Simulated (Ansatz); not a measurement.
Consider the substitution at a C–Si bond: `N[SiH2]C[SiH](N)F` + HCl → `N[SiH](F)CCl` + `N[SiH3]`.

Computed with Ansatz on PBE0-D4/def2-TZVP structures; ΔE is electronic, products minus reactants. CBS: MP2 limit from def2 TZ/QZ plus the TZ coupled-cluster correction, frozen cores. This one scheme is used for every species. Functionals use def2-TZVPP. Each species was taken in one conformer, which may not be the lowest.

| level | ΔE (kJ/mol) |
| --- | --- |
| ωB97X-V | 94.5 |
| PBE0 | 93.9 |
| MP2/def2-QZVPP | 103.1 |
| CCSD/CBS(def2) | 97.1 |

**Question.** What does CCSD(T)/CBS give? (An estimate is asked.)

**Answer.** The calculation gave: +99.2 kJ/mol. The listed levels differ from it by -4.7, -5.3, 3.9, -2.1 kJ/mol.

Largest T1 diagnostic among the species: 0.011.

In def2-TZVPP, CCSD(T) changes the Hartree–Fock value by +23.2 kJ/mol (the triples alone add +2.1 kJ/mol) and MP2 by +26.4 kJ/mol. From PBE to PBE0 (25 % exact exchange), in def2-TZVPP and without D4, ΔE moves by +3.1 kJ/mol.
